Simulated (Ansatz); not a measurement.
Ansatz (a first-principles code) input for Si(H)(F)(Br)(vinyl) (C₂H₄BrFSi), SMILES C=C[SiH](F)Br, PBE-D3(BJ)/def2-SVP. 

Ansatz 0.2 input:
```yaml
crystal:
  periodic: [false, false, false]
  atoms:
    - {symbol: Si, position_ang: [-0.35951248, 0.27984687, 0.74177302]}
    - {symbol: F, position_ang: [0.88556664, 1.12301815, 1.29866753]}
    - {symbol: Br, position_ang: [0.52976256, -1.30650608, -0.50716462]}
    - {symbol: C, position_ang: [-1.42071295, 1.39346300, -0.31957028]}
    - {symbol: C, position_ang: [-1.24062451, 2.70286888, -0.41628139]}
    - {symbol: H, position_ang: [-0.97294838, -0.33918904, 1.89550232]}
    - {symbol: H, position_ang: [-2.21953771, 0.92978653, -0.88481556]}
    - {symbol: H, position_ang: [-0.45606422, 3.20886720, 0.12317207]}
    - {symbol: H, position_ang: [-1.86203937, 3.32523713, -1.04081683]}
basis:
  gaussian:
    orbitals: def2-SVP
hamiltonian:
  xc: pbe
  dispersion: d3bj
relax: {f_tol: 0.002, max_steps: 200}
```

Program output:

```
WARN ansatz: RAYON_NUM_THREADS=1 ignored (pool sized by the plan → 1); use --threads N
Functional definition: PBE
integrals: 0.06 GiB planned
1237 factors; their error is unknown
mean field: 0.31 GiB planned
mean field evaluation 1: about -82739.7718 eV, gradient 5.6e1 eV
mean field evaluation 2: about -82724.9478 eV, gradient 9.6e1 eV
mean field evaluation 4: about -82747.2073 eV, gradient 1.1e1 eV
mean field evaluation 8: about -82747.5095 eV, gradient 2.5e-1 eV
mean field evaluation 16: about -82747.3976 eV, gradient 5.0e-4 eV
mean field -82747.39759681 eV, -3040.9107734821 hartree, gradient 5.1e-5 eV, S^2 0.000000; 0 other end points of the search recorded, 0 dependent functions left out
the calculation of the forces begins
reference -82747.39763081 eV, -3040.9107747318 hartree; 37, 37 occupied and 75, 75 virtual orbitals, 1237 factors
relax step   1: F+E_penalty+E_count = -82747.61519805 eV  Δ(F+E_penalty+E_count) = +0.000e0 eV  max|allowed force component| = 1.196e0 eV/Å  Δτ_max = 0.0000 Å  (28 SCF iters, accepted)
these checks for a lower state are left out or cut short: starts, cluster_reference, orbital_swaps, neighbouring_geometries, increment
integrals: 0.06 GiB planned
1237 factors; their error is unknown
mean field: 0.31 GiB planned
mean field -82747.50526429 eV, -3040.9147301890 hartree, gradient 2.1e-5 eV, S^2 0.000000; 0 other end points of the search recorded, 0 dependent functions left out
the calculation of the forces begins
reference -82747.50529850 eV, -3040.9147314462 hartree; 37, 37 occupied and 75, 75 virtual orbitals, 1237 factors
relax step   2: F+E_penalty+E_count = -82747.72175094 eV  Δ(F+E_penalty+E_count) = -1.066e-1 eV  max|allowed force component| = 4.749e-1 eV/Å  Δτ_max = 0.1175 Å  (29 SCF iters, accepted)
these checks for a lower state are left out or cut short: starts, cluster_reference, orbital_swaps, neighbouring_geometries, increment
integrals: 0.06 GiB planned
1237 factors; their error is unknown
mean field: 0.31 GiB planned
mean field evaluation 32: about -82747.5132 eV, gradient 1.4e-5 eV
mean field -82747.51318370 eV, -3040.9150212221 hartree, gradient 1.4e-5 eV, S^2 0.000000; 0 other end points of the search recorded, 0 dependent functions left out
the calculation of the forces begins
reference -82747.51321801 eV, -3040.9150224828 hartree; 37, 37 occupied and 75, 75 virtual orbitals, 1237 factors
relax step   3: F+E_penalty+E_count = -82747.72960864 eV  Δ(F+E_penalty+E_count) = -7.858e-3 eV  max|allowed force component| = 3.149e-1 eV/Å  Δτ_max = 0.0449 Å  (30 SCF iters, accepted)
these checks for a lower state are left out or cut short: starts, cluster_reference, orbital_swaps, neighbouring_geometries, increment
integrals: 0.06 GiB planned
1237 factors; their error is unknown
mean field: 0.31 GiB planned
mean field -82747.52057831 eV, -3040.9152929689 hartree, gradient 1.4e-5 eV, S^2 0.000000; 0 other end points of the search recorded, 0 dependent functions left out
the calculation of the forces begins
reference -82747.52061256 eV, -3040.9152942276 hartree; 37, 37 occupied and 75, 75 virtual orbitals, 1237 factors
relax step   4: F+E_penalty+E_count = -82747.73689465 eV  Δ(F+E_penalty+E_count) = -7.286e-3 eV  max|allowed force component| = 8.777e-2 eV/Å  Δτ_max = 0.0324 Å  (30 SCF iters, accepted)
these checks for a lower state are left out or cut short: starts, cluster_reference, orbital_swaps, neighbouring_geometries, increment
integrals: 0.06 GiB planned
1237 factors; their error is unknown
mean field: 0.31 GiB planned
mean field -82747.52126081 eV, -3040.9153180503 hartree, gradient 1.4e-5 eV, S^2 0.000000; 0 other end points of the search recorded, 0 dependent functions left out
the calculation of the forces begins
reference -82747.52129503 eV, -3040.9153193081 hartree; 37, 37 occupied and 75, 75 virtual orbitals, 1237 factors
relax step   5: F+E_penalty+E_count = -82747.73765205 eV  Δ(F+E_penalty+E_count) = -7.574e-4 eV  max|allowed force component| = 4.859e-2 eV/Å  Δτ_max = 0.0137 Å  (30 SCF iters, accepted)
these checks for a lower state are left out or cut short: starts, cluster_reference, orbital_swaps, neighbouring_geometries, increment
integrals: 0.06 GiB planned
1237 factors; their error is unknown
mean field: 0.31 GiB planned
mean field -82747.52180507 eV, -3040.9153380514 hartree, gradient 1.4e-5 eV, S^2 0.000000; 0 other end points of the search recorded, 0 dependent functions left out
the calculation of the forces begins
reference -82747.52183929 eV, -3040.9153393090 hartree; 37, 37 occupied and 75, 75 virtual orbitals, 1237 factors
relax step   6: F+E_penalty+E_count = -82747.73818316 eV  Δ(F+E_penalty+E_count) = -5.311e-4 eV  max|allowed force component| = 3.992e-2 eV/Å  Δτ_max = 0.0093 Å  (31 SCF iters, accepted)
these checks for a lower state are left out or cut short: starts, cluster_reference, orbital_swaps, neighbouring_geometries, increment
integrals: 0.06 GiB planned
1237 factors; their error is unknown
mean field: 0.31 GiB planned
mean field -82747.52201719 eV, -3040.9153458470 hartree, gradient 1.4e-5 eV, S^2 0.000000; 0 other end points of the search recorded, 0 dependent functions left out
the calculation of the forces begins
reference -82747.52205140 eV, -3040.9153471040 hartree; 37, 37 occupied and 75, 75 virtual orbitals, 1237 factors
relax step   7: F+E_penalty+E_count = -82747.73845731 eV  Δ(F+E_penalty+E_count) = -2.742e-4 eV  max|allowed force component| = 1.899e-2 eV/Å  Δτ_max = 0.0207 Å  (30 SCF iters, accepted)
these checks for a lower state are left out or cut short: starts, cluster_reference, orbital_swaps, neighbouring_geometries, increment
integrals: 0.06 GiB planned
1237 factors; their error is unknown
mean field: 0.31 GiB planned
mean field evaluation 64: about -82747.5220 eV, gradient 2.0e-1 eV
mean field -82747.52209428 eV, -3040.9153486796 hartree, gradient 1.4e-5 eV, S^2 0.000000; 0 other end points of the search recorded, 0 dependent functions left out
the calculation of the forces begins
reference -82747.52212846 eV, -3040.9153499360 hartree; 37, 37 occupied and 75, 75 virtual orbitals, 1237 factors
relax step   8: F+E_penalty+E_count = -82747.73862040 eV  Δ(F+E_penalty+E_count) = -1.631e-4 eV  max|allowed force component| = 1.383e-2 eV/Å  Δτ_max = 0.0152 Å  (30 SCF iters, accepted)
these checks for a lower state are left out or cut short: starts, cluster_reference, orbital_swaps, neighbouring_geometries, increment
integrals: 0.06 GiB planned
1237 factors; their error is unknown
mean field: 0.31 GiB planned
mean field -82747.52186516 eV, -3040.9153402598 hartree, gradient 1.4e-5 eV, S^2 0.000000; 0 other end points of the search recorded, 0 dependent functions left out
the calculation of the forces begins
reference -82747.52189933 eV, -3040.9153415157 hartree; 37, 37 occupied and 75, 75 virtual orbitals, 1237 factors
relax step   9: F+E_penalty+E_count = -82747.73851742 eV  Δ(F+E_penalty+E_count) = +1.030e-4 eV  max|allowed force component| = 4.223e-2 eV/Å  Δτ_max = 0.0087 Å  (31 SCF iters, rejected (line search))
these checks for a lower state are left out or cut short: starts, cluster_reference, orbital_swaps, neighbouring_geometries, increment
integrals: 0.06 GiB planned
1237 factors; their error is unknown
mean field: 0.30 GiB planned
mean field -82747.52206491 eV, -3040.9153476006 hartree, gradient 1.8e-5 eV, S^2 0.000000; 0 other end points of the search recorded, 0 dependent functions left out
the calculation of the forces begins
reference -82747.52209909 eV, -3040.9153488566 hartree; 37, 37 occupied and 75, 75 virtual orbitals, 1237 factors
relax step  10: F+E_penalty+E_count = -82747.73867213 eV  Δ(F+E_penalty+E_count) = -5.173e-5 eV  max|allowed force component| = 2.309e-3 eV/Å  Δτ_max = 0.0044 Å  (22 SCF iters, accepted)
these checks for a lower state are left out or cut short: starts, cluster_reference, orbital_swaps, neighbouring_geometries, increment
integrals: 0.06 GiB planned
1237 factors; their error is unknown
mean field: 0.31 GiB planned
mean field -82747.52206589 eV, -3040.9153476366 hartree, gradient 2.5e-5 eV, S^2 0.000000; 0 other end points of the search recorded, 0 dependent functions left out
the calculation of the forces begins
reference -82747.52210007 eV, -3040.9153488926 hartree; 37, 37 occupied and 75, 75 virtual orbitals, 1237 factors
relax step  11: F+E_penalty+E_count = -82747.73867431 eV  Δ(F+E_penalty+E_count) = -2.181e-6 eV  max|allowed force component| = 3.750e-3 eV/Å  Δτ_max = 0.0023 Å  (22 SCF iters, accepted)
these checks for a lower state are left out or cut short: starts, cluster_reference, orbital_swaps, neighbouring_geometries, increment
integrals: 0.06 GiB planned
1237 factors; their error is unknown
mean field: 0.31 GiB planned
mean field -82747.52204846 eV, -3040.9153469959 hartree, gradient 2.7e-5 eV, S^2 0.000000; 0 other end points of the search recorded, 0 dependent functions left out
the calculation of the forces begins
reference -82747.52208263 eV, -3040.9153482518 hartree; 37, 37 occupied and 75, 75 virtual orbitals, 1237 factors
relax step  12: F+E_penalty+E_count = -82747.73867609 eV  Δ(F+E_penalty+E_count) = -1.777e-6 eV  max|allowed force component| = 1.674e-3 eV/Å  Δτ_max = 0.0021 Å  (21 SCF iters, accepted)
integrals: 0.06 GiB planned
1237 factors; their error is unknown
mean field: 0.31 GiB planned
mean field evaluation 96: about -82740.2543 eV, gradient 5.5e1 eV
mean field -82747.52204846 eV, -3040.9153469959 hartree, gradient 2.6e-5 eV, S^2 0.000000; 1 other end points of the search recorded, 0 dependent functions left out
the calculation of the forces begins
reference -82747.52208263 eV, -3040.9153482518 hartree; 37, 37 occupied and 75, 75 virtual orbitals, 1237 factors
Total energy: -82747.73871026 eV, -3040.9233091702 hartree
Atom 0 at    -0.344271     0.286749     0.730247 Å, force     0.000811    -0.001477    -0.000237 eV/Å
Atom 1 at     0.850918     1.229171     1.336746 Å, force     0.000144    -0.000030     0.000180 eV/Å
Atom 2 at     0.569533    -1.304714    -0.543304 Å, force    -0.000820     0.001277     0.000737 eV/Å
Atom 3 at    -1.442781     1.369641    -0.304098 Å, force    -0.001120     0.001568    -0.000472 eV/Å
Atom 4 at    -1.213694     2.693373    -0.422710 Å, force     0.000874    -0.001674    -0.000384 eV/Å
Atom 5 at    -1.017442    -0.392604     1.879735 Å, force    -0.000062    -0.000164     0.000281 eV/Å
Atom 6 at    -2.295425     0.912610    -0.838782 Å, force     0.000723    -0.000401    -0.000386 eV/Å
Atom 7 at    -0.367103     3.178141     0.092396 Å, force     0.000290     0.000472    -0.000338 eV/Å
Atom 8 at    -1.855846     3.345025    -1.039764 Å, force    -0.000838     0.000428     0.000619 eV/Å
Dipole moment:    -0.369049     0.193173    -0.066073 e Å
```

Self-consistency was reached.
